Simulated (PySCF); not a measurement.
Vertical excitations of a molecule C₃H₁₂Si₃ from PySCF 2.14.0 with TDA-PBE/def2-SVPD, as energy in eV (oscillator strength): 5.57 (0.003), 5.91 (0.111), 5.96 (0.002), 5.97 (0.001), 6.15 (0.052), 6.30 (0.004). Lowest triplet (TDA): 4.07 eV. Geometry: PBE-D3(BJ)/def2-SVP. Other conformers were not sampled.

Task: Which molecule gave these data?
A. C=C([SiH3])[SiH2][SiH2]C
B. C=C(C)[SiH2][SiH2][SiH3]
C. C=C[SiH2]C([SiH3])[SiH3]
D. C=CC([SiH3])([SiH3])[SiH3]

Result: D, C=CC([SiH3])([SiH3])[SiH3]
